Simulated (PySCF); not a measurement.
FHSSn, neutral, multiplicity 1. Atoms are numbered in the order given.

```xyz
4

Sn     0.3501     0.4566     0.0000
F     -1.5084     1.1111     0.0000
S     -0.3072    -1.9073     0.0000
H      0.9875    -2.3112     0.0000
```
Charge 0, spin multiplicity 1.

Geometry optimised at PBE-D3(BJ)/def2-TZVP. The def2 effective core potentials stand for the cores of Sn; spin–orbit coupling is left out. One conformer was computed; it need not be the lowest.

All values below come from M06-2X/def2-TZVPD run with PySCF.

Mulliken values depend strongly on the basis, most of all with diffuse functions as here. ESP charges are fitted to the potential on shells at 1.4 to 2.0 van der Waals radii. Atomic charges (e):

| atom | Mulliken | ESP fit |
|---|---|---|
| Sn1 | 0.96 | 0.45 |
| F2 | -0.62 | -0.31 |
| S3 | -0.53 | -0.26 |
| H4 | 0.18 | 0.12 |
